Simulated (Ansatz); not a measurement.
Start from `CC[O][Sn]([F])([O]CC)[O]CC` and change one atom or group to get `CC[O][Sn]([Cl])([O]CC)[O]CC`.

Ansatz, PBE0-D4/def2-TZVP geometries, multiplicity 1. Each molecule was computed in one conformer, which needn't be the lowest.

Elements past krypton have def2 core potentials.

```tsv
property	`CC[O][Sn]([F])([O]CC)[O]CC`
size of the dipole moment (B3LYP/def2-TZVPP) / D	2.32
HOMO energy (PBE0/def2-TZVPP) / eV	-8.11
HOMO–LUMO gap (ωB97M-V/def2-TZVPP) / eV	10.90
LUMO energy (B3LYP/def2-TZVPP) / eV	-1.99
LUMO energy (ωB97M-V/def2-TZVPP) / eV	0.37
HOMO–LUMO gap (PBE0/def2-TZVPP) / eV	6.46
```

(1) Give the same properties after the change, and the shifts. (An estimate is asked.)

Results:

(1) Computed: 
| property | `CC[O][Sn]([Cl])([O]CC)[O]CC` | shift |
| --- | --- | --- |
| size of the dipole moment (B3LYP/def2-TZVPP) / D | 1.48 | -0.84 |
| HOMO energy (PBE0/def2-TZVPP) / eV | -8.05 | 0.06 |
| HOMO–LUMO gap (ωB97M-V/def2-TZVPP) / eV | 10.82 | -0.08 |
| LUMO energy (B3LYP/def2-TZVPP) / eV | -1.99 | 0.00 |
| LUMO energy (ωB97M-V/def2-TZVPP) / eV | 0.35 | -0.02 |
| HOMO–LUMO gap (PBE0/def2-TZVPP) / eV | 6.37 | -0.09 |

Dipoles are sizes alone; their direction can turn.

B3LYP here is the variant with VWN-RPA as its local correlation; programs differ in this.
